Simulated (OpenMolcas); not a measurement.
V3+ in a point-charge field

V3+ among 5 point charges of -2.08 e arranged as a trigonal bipyramid (D3h), 1.97 Å from the ion, with the axial distance 1.773 Å. The active orbitals were held to one l.

* Program: OpenMolcas 26.06
* Method: CASSCF
* Basis: ANO-RCC-VTZP [6s5p3d2f1g]
* Scalar Hamiltonian: DKH2, point nucleus
* Active space: 2 electrons in 5 orbitals (3d)
* State averaging: 2S+1 = 3 even, 10 roots; 2S+1 = 1 even, 15 roots
* Spin-orbit coupling: state interaction with AMFI integrals over the reference wave functions

The lowest spin-free states (labels of D3, the rotations of D3h), above the lowest:

```
   State  Degeneracy  E (cm-1)  Free-ion L (%)
2S+1 = 3           2       0.0         F (100)
     3A2           1      1484          F (95)
      3E           2      3217          F (91)
      3E           2      9684         F (100)
      1E           2     13987          D (94)
     1A1           1     14067          D (85)
     3A2           1     14549          P (95)
      1E           2     17219         G (100)
      1E           2     19102          D (84)
2S+1 = 1           2     20601         G (100)
      3E           2     26208          P (91)
      1E           2     28428          G (84)
      1E           2     33609          G (94)
     1A1           1     34695          G (77)
     1A1           1     60360          S (84)
```

The lowest levels with spin-orbit coupling:

```tsv
E (cm-1)	Degeneracy	Label	2S+1	g
0.0	2	E	3	0.00 0.00 2.00
313.6	2		3	0.00 0.00 6.00
625.4	2	E	3	0.00 0.00 10.00
1723	1	A1	3	
1766	2	E	3	0.00 0.00 3.97
3431	1	A2	3	
3499	1	A1	3	
3553	2	E	3	0.00 0.00 2.04
3629	2	E	3	0.00 0.00 6.00
9794	2	E	3	
10010	2	E	3	0.00 0.00 4.00
10209	2		3	0.00 0.00 8.00
14245	2	E	1 (89 %)	0.00 0.00 2.21
14318	1	A1	1 (88 %)	
14935	1	A1	3 (88 %)	
14939	2	E	3 (89 %)	0.00 0.00 3.79
17539	2	E	1	0.00 0.00 8.00
19411	2	E	1	0.00 0.00 4.00
20922	2		1	0.00 0.00 6.00
26421	1	A1	3
```

Powder χT (cm3 K/mol): 0.129 at 2 K, 0.147 at 10 K, 0.235 at 50 K, 0.354 at 100 K, 0.64 at 200 K, 0.915 at 300 K. The effective moment at 300 K is 2.828 √(χT) = 2.71 μB.

The lowest level has 2S+1 = 3, for which the spin-only value is χT = S(S+1) / 2 = 1.000 cm3 K/mol (g = 2). The computed 0.915 at 300 K differs by -0.085, through orbital momentum, spin-orbit coupling and any other state in reach.

An orbital doublet at a regular site is open to a Jahn-Teller distortion, which this geometry leaves out. Without dynamic correlation the repulsion within the d shell is too large (B by tens of per cent), so at a given field states of lower spin stand too high. Point charges carry no covalency, so the field is a model and not that of real ligands. An unlabelled pair can be two single states that coincide in this model. No measured value stands beside these numbers.

The RASSCF and RASSI steps took 36 s on 1 thread of Arm Neoverse V1 (shared host); the integral step is not counted.

With an even number of electrons the g values are those of a degenerate or nearly degenerate non-Kramers pair.
